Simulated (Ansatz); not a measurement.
bis(trichlorosilyl)methane (CH₂Cl₆Si₂), singlet, geometry from GFN2-xTB; HF/STO-3G in Ansatz (an electronic-structure program).

The Ansatz input:
Ansatz 0.2 input:
```yaml
crystal:
  periodic: [false, false, false]
  atoms:
    - {symbol: Cl, position_ang: [3.26052000, -0.53738498, -1.13336811]}
    - {symbol: Si, position_ang: [1.60710573, 0.23649542, -0.26836104]}
    - {symbol: Cl, position_ang: [2.00035562, 0.66527047, 1.65976350]}
    - {symbol: Cl, position_ang: [1.07094830, 1.91445903, -1.24446984]}
    - {symbol: C, position_ang: [0.22253351, -1.07870862, -0.36950706]}
    - {symbol: Si, position_ang: [-1.54059755, -0.55888706, 0.15792715]}
    - {symbol: Cl, position_ang: [-2.29245094, 0.75063201, -1.17475212]}
    - {symbol: Cl, position_ang: [-1.52172421, 0.27063151, 1.99296333]}
    - {symbol: Cl, position_ang: [-2.69199891, -2.21846337, 0.18936396]}
    - {symbol: H, position_ang: [0.52408362, -1.93415496, 0.23660337]}
    - {symbol: H, position_ang: [0.17355337, -1.44756964, -1.39499878]}
basis:
  gaussian:
    orbitals: STO-3G
hamiltonian:
  xc: hf
scf: {lower_state_search: full}
```

What the program printed (banner, timings and long lists left out):

```
Functional definition: HF
890 factors; integrals over basis functions are off by at most 2.9e-5 eV
mean field evaluation 1: about -90814.3116 eV, gradient 3.7e1 eV
mean field evaluation 2: about -90814.4277 eV, gradient 3.7e1 eV
mean field evaluation 4: about -90821.0588 eV, gradient 1.6e0 eV
mean field evaluation 8: about -90821.0742 eV, gradient 1.7e-5 eV
mean field -90821.07423900 eV, -3337.6129175481 hartree, gradient 2.7e-5 eV, S^2 0.000000; 0 other end points of the search recorded, 0 dependent functions left out
reference -90821.07423900 eV, -3337.6129175481 hartree; 69, 69 occupied and 10, 10 virtual orbitals, 890 factors
Total energy: -90821.07423900 eV, -3337.6129175481 hartree
```
